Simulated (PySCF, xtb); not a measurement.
H4N, SMILES [NH4+], charge +1.

GFN2-xTB (xtb) at its own geometry gives an orbital gap of 14.58 eV.

Coordinates come from a B3LYP-D3(BJ)/def2-TZVPD optimisation.

**Question.** What does r2SCAN/def2-TZVPD run with PySCF give? (The exact figures need the calculation; the answer reports its results.)

**Answer.** gap 15.58 eV (levels -21.43 and -5.85 eV).
